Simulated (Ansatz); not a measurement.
## Nudged elastic band run: AlH7O2Si

Input:

```yaml
crystal:
  periodic: [false, false, false]
  atoms:
    - { symbol: Al, position_ang: [-0.722609, -0.088109, -0.22523] }
    - { symbol: Si, position_ang: [1.407112, -1.23171, 0.012946] }
    - { symbol: O, position_ang: [-1.161302, 0.401049, -1.780325] }
    - { symbol: O, position_ang: [-1.829561, 0.179783, 1.027379] }
    - { symbol: H, position_ang: [0.416851, 2.256532, 0.122551] }
    - { symbol: H, position_ang: [0.006638, 2.170988, 0.749783] }
    - { symbol: H, position_ang: [2.48326, -0.504494, -0.710208] }
    - { symbol: H, position_ang: [1.818551, -1.32866, 1.439763] }
    - { symbol: H, position_ang: [1.357791, -2.615894, -0.527434] }
    - { symbol: H, position_ang: [-1.968454, 0.821336, -2.054347] }
    - { symbol: H, position_ang: [-1.808177, -0.060822, 1.945122] }
basis:
  gaussian: { orbitals: def2-SVP }
hamiltonian:
  xc: { name: BHLYP }
  dispersion: d4
neb:
  order_check: false
  images: 7
  f_tol: 0.05
  max_iterations: 60
  initial_path: linear
  final_atoms:
    - { symbol: Al, position_ang: [-1.14296263, 0.90903643, 0.09713494] }
    - { symbol: Si, position_ang: [1.56745932, -0.8889745, -0.04902497] }
    - { symbol: O, position_ang: [-0.91038708, 0.1122098, -1.38764882] }
    - { symbol: O, position_ang: [-2.08632501, 0.06678409, 1.2168689] }
    - { symbol: H, position_ang: [0.77856329, 0.08859542, 0.76199905] }
    - { symbol: H, position_ang: [-0.722799, 2.40443713, 0.30571785] }
    - { symbol: H, position_ang: [2.04879884, -0.21514987, -1.26960533] }
    - { symbol: H, position_ang: [2.72537593, -1.25395792, 0.80028841] }
    - { symbol: H, position_ang: [0.75040131, -2.07778007, -0.33374501] }
    - { symbol: H, position_ang: [-0.62393132, 0.4914124, -2.20969262] }
    - { symbol: H, position_ang: [-2.38409365, 0.36338607, 2.0677076] }
```

Run as:

```bash
$ ansatz run input.yaml --threads 2 --pin off --max-ram 3072MiB --backend cpu --events-out ev --progress --plain --runs-dir out
```

Output, in part (warnings, iteration lines, the closing report on the highest movable image, with atoms numbered from 0):

```
NEB end point (image 0): max|allowed force component| = 1.815e-2 eV/Å (the criterion of neb.relax_end_points is 1.000e-2)
NEB end point (image 8): max|allowed force component| = 3.181e-2 eV/Å (the criterion of neb.relax_end_points is 1.000e-2)
NEB iter   1: max|band force component| = 2.249e1 eV/Å  barrier→ = 6.3333 eV  barrier← = 6.6589 eV  Δτ_max = 0.2000 Å  (208 SCF iters)
NEB iter   2: max|band force component| = 4.618e0 eV/Å  barrier→ = 2.5575 eV  barrier← = 2.8831 eV  Δτ_max = 0.2000 Å  (193 SCF iters)
NEB iter   3: max|band force component| = 2.028e0 eV/Å  barrier→ = 1.9664 eV  barrier← = 2.2920 eV  Δτ_max = 0.2000 Å  (185 SCF iters)
NEB iter   4: max|band force component| = 1.118e0 eV/Å  barrier→ = 1.6654 eV  barrier← = 1.9911 eV  Δτ_max = 0.1502 Å  (178 SCF iters)
NEB iter   5: max|band force component| = 6.675e-1 eV/Å  barrier→ = 1.4249 eV  barrier← = 1.7505 eV  Δτ_max = 0.1976 Å  (174 SCF iters)
NEB iter   6: max|band force component| = 9.886e-1 eV/Å  barrier→ = 1.3676 eV  barrier← = 1.6932 eV  Δτ_max = 0.0925 Å  (172 SCF iters)
NEB iter   7: max|band force component| = 5.424e-1 eV/Å  barrier→ = 1.3906 eV  barrier← = 1.7162 eV  Δτ_max = 0.0972 Å  (164 SCF iters)
NEB iter   8: max|band force component| = 1.367e0 eV/Å  barrier→ = 1.4154 eV  barrier← = 1.7410 eV  CI = image 3  Δτ_max = 0.1989 Å  (165 SCF iters)
NEB iter   9: max|band force component| = 7.117e-1 eV/Å  barrier→ = 1.7419 eV  barrier← = 2.0675 eV  CI = image 3  Δτ_max = 0.1897 Å  (171 SCF iters)
NEB iter  10: max|band force component| = 4.261e-1 eV/Å  barrier→ = 1.7737 eV  barrier← = 2.0993 eV  CI = image 3  Δτ_max = 0.0964 Å  (169 SCF iters)
NEB iter  11: max|band force component| = 4.378e-1 eV/Å  barrier→ = 1.7334 eV  barrier← = 2.0591 eV  CI = image 3  Δτ_max = 0.0976 Å  (165 SCF iters)
NEB iter  12: max|band force component| = 2.672e-1 eV/Å  barrier→ = 1.7113 eV  barrier← = 2.0370 eV  CI = image 3  Δτ_max = 0.0644 Å  (163 SCF iters)
NEB iter  13: max|band force component| = 1.943e-1 eV/Å  barrier→ = 1.7045 eV  barrier← = 2.0302 eV  CI = image 3  Δτ_max = 0.0495 Å  (166 SCF iters)
NEB iter  14: max|band force component| = 1.314e-1 eV/Å  barrier→ = 1.7015 eV  barrier← = 2.0272 eV  CI = image 3  Δτ_max = 0.0469 Å  (160 SCF iters)
NEB iter  15: max|band force component| = 1.693e-1 eV/Å  barrier→ = 1.6975 eV  barrier← = 2.0232 eV  CI = image 3  Δτ_max = 0.0234 Å  (164 SCF iters)
NEB iter  16: max|band force component| = 1.752e-1 eV/Å  barrier→ = 1.6945 eV  barrier← = 2.0201 eV  CI = image 3  Δτ_max = 0.0466 Å  (163 SCF iters)
NEB iter  17: max|band force component| = 1.565e-1 eV/Å  barrier→ = 1.6877 eV  barrier← = 2.0133 eV  CI = image 3  Δτ_max = 0.0910 Å  (164 SCF iters)
NEB iter  18: max|band force component| = 1.701e-1 eV/Å  barrier→ = 1.6816 eV  barrier← = 2.0073 eV  CI = image 3  Δτ_max = 0.0455 Å  (170 SCF iters)
NEB iter  19: max|band force component| = 1.727e-1 eV/Å  barrier→ = 1.6797 eV  barrier← = 2.0053 eV  CI = image 3  Δτ_max = 0.0459 Å  (163 SCF iters)
NEB iter  20: max|band force component| = 1.350e-1 eV/Å  barrier→ = 1.6759 eV  barrier← = 2.0016 eV  CI = image 3  Δτ_max = 0.0459 Å  (163 SCF iters)
NEB iter  21: max|band force component| = 1.646e-1 eV/Å  barrier→ = 1.6741 eV  barrier← = 1.9997 eV  CI = image 3  Δτ_max = 0.0229 Å  (169 SCF iters)
NEB iter  22: max|band force component| = 1.161e-1 eV/Å  barrier→ = 1.6737 eV  barrier← = 1.9993 eV  CI = image 3  Δτ_max = 0.0456 Å  (163 SCF iters)
NEB iter  23: max|band force component| = 9.630e-2 eV/Å  barrier→ = 1.6734 eV  barrier← = 1.9991 eV  CI = image 3  Δτ_max = 0.0457 Å  (162 SCF iters)
NEB iter  24: max|band force component| = 9.504e-2 eV/Å  barrier→ = 1.6732 eV  barrier← = 1.9988 eV  CI = image 3  Δτ_max = 0.0915 Å  (164 SCF iters)
NEB iter  25: max|band force component| = 1.806e-1 eV/Å  barrier→ = 1.6730 eV  barrier← = 1.9986 eV  CI = image 3  Δτ_max = 0.0460 Å  (169 SCF iters)
NEB iter  26: max|band force component| = 1.000e-1 eV/Å  barrier→ = 1.6728 eV  barrier← = 1.9984 eV  CI = image 3  Δτ_max = 0.0457 Å  (158 SCF iters)
NEB iter  27: max|band force component| = 7.007e-2 eV/Å  barrier→ = 1.6726 eV  barrier← = 1.9982 eV  CI = image 3  Δτ_max = 0.0229 Å  (158 SCF iters)
NEB iter  28: max|band force component| = 8.443e-2 eV/Å  barrier→ = 1.6724 eV  barrier← = 1.9980 eV  CI = image 3  Δτ_max = 0.0114 Å  (164 SCF iters)
NEB iter  29: max|band force component| = 1.085e-1 eV/Å  barrier→ = 1.6723 eV  barrier← = 1.9979 eV  CI = image 3  Δτ_max = 0.0114 Å  (162 SCF iters)
NEB iter  30: max|band force component| = 1.075e-1 eV/Å  barrier→ = 1.6721 eV  barrier← = 1.9978 eV  CI = image 3  Δτ_max = 0.0229 Å  (163 SCF iters)
NEB iter  31: max|band force component| = 9.754e-2 eV/Å  barrier→ = 1.6721 eV  barrier← = 1.9977 eV  CI = image 3  Δτ_max = 0.0114 Å  (160 SCF iters)
NEB iter  32: max|band force component| = 6.705e-2 eV/Å  barrier→ = 1.6720 eV  barrier← = 1.9976 eV  CI = image 3  Δτ_max = 0.0229 Å  (158 SCF iters)
NEB iter  33: max|band force component| = 1.032e-1 eV/Å  barrier→ = 1.6719 eV  barrier← = 1.9976 eV  CI = image 3  Δτ_max = 0.0114 Å  (164 SCF iters)
NEB iter  34: max|band force component| = 3.131e-2 eV/Å  barrier→ = 1.6719 eV  barrier← = 1.9976 eV  CI = image 3  Δτ_max = 0.0000 Å  (320 SCF iters)
Total energy: -18673.37287951 eV, -686.2337960553 hartree
Atom 0 at    -0.847691     0.408537    -0.116718 Å, force    -0.001027    -0.003111    -0.000812 eV/Å
Atom 1 at     1.557203    -0.650048     0.114539 Å, force     0.000656     0.001165     0.000499 eV/Å
Atom 2 at    -1.066019     0.593603    -1.777092 Å, force    -0.001298     0.004230     0.000671 eV/Å
Atom 3 at    -1.964227    -0.345497     0.893928 Å, force     0.004281     0.002280     0.002175 eV/Å
Atom 4 at     0.582637     0.997896     0.451042 Å, force     0.000668    -0.002109    -0.000125 eV/Å
Atom 5 at    -0.121070     1.811116     0.584480 Å, force    -0.000669    -0.000235    -0.000319 eV/Å
Atom 6 at     2.684354    -0.086024    -0.665909 Å, force     0.000247    -0.000198     0.000028 eV/Å
Atom 7 at     2.028072    -0.973388     1.485020 Å, force     0.000420     0.000123    -0.000218 eV/Å
Atom 8 at     1.120058    -1.916031    -0.535687 Å, force    -0.000772     0.000294    -0.000145 eV/Å
Atom 9 at    -1.875296     0.508634    -2.265826 Å, force     0.000747    -0.002261    -0.000588 eV/Å
Atom 10 at    -2.097921    -0.348800     1.832225 Å, force    -0.003251    -0.000177    -0.001166 eV/Å
Dipole moment:    -0.188397     0.115621     0.278340 e Å
```

The run converged. The profile has 2 maxima (images 3, 6) with wells between them (image 5): this band takes more than one step, which may be the mechanism or a detour left from its start path. A structure lower than the last end lies on the path between it and the top, so the climb from that side starts below the end, which may itself be a saddle point or a shallow side well. Neighbouring images differ by up to 1.9 eV, so the band resolves the path poorly. The order of the stationary point at the top wasn't checked. The orbitals stay closed-shell, which can raise the energy where a bond breaks towards radicals; this wasn't checked here.

Final band (atoms are numbered from 1 in the order of the input):

```json
{"image": "0", "path coordinate (Å)": "0.00", "energy (kcal/mol)": "0.0", "Al1–Si2 (Å)": "2.43", "H5–H6 (Å)": "0.75", "Al1–H6 (Å)": "2.57"}
{"image": "1", "path coordinate (Å)": "0.69", "energy (kcal/mol)": "1.3", "Al1–Si2 (Å)": "2.42", "H5–H6 (Å)": "0.75", "Al1–H6 (Å)": "2.43"}
{"image": "2", "path coordinate (Å)": "1.38", "energy (kcal/mol)": "10.8", "Al1–Si2 (Å)": "2.43", "H5–H6 (Å)": "0.77", "Al1–H6 (Å)": "2.13"}
{"image": "3", "path coordinate (Å)": "2.07", "energy (kcal/mol)": "38.6", "Al1–Si2 (Å)": "2.64", "H5–H6 (Å)": "1.08", "Al1–H6 (Å)": "1.73"}
{"image": "4", "path coordinate (Å)": "3.18", "energy (kcal/mol)": "-5.5", "Al1–Si2 (Å)": "3.19", "H5–H6 (Å)": "2.25", "Al1–H6 (Å)": "1.56"}
{"image": "5", "path coordinate (Å)": "4.28", "energy (kcal/mol)": "-7.8", "Al1–Si2 (Å)": "3.30", "H5–H6 (Å)": "2.85", "Al1–H6 (Å)": "1.56"}
{"image": "6", "path coordinate (Å)": "5.39", "energy (kcal/mol)": "-6.8", "Al1–Si2 (Å)": "3.21", "H5–H6 (Å)": "2.74", "Al1–H6 (Å)": "1.57"}
{"image": "7", "path coordinate (Å)": "6.50", "energy (kcal/mol)": "-7.0", "Al1–Si2 (Å)": "3.21", "H5–H6 (Å)": "2.75", "Al1–H6 (Å)": "1.57"}
{"image": "8", "path coordinate (Å)": "7.61", "energy (kcal/mol)": "-7.5", "Al1–Si2 (Å)": "3.26", "H5–H6 (Å)": "2.80", "Al1–H6 (Å)": "1.57"}
```

Time of the run: 13 min on 2 threads of Arm Neoverse N1 (shared host), peak memory 0.23 GiB.
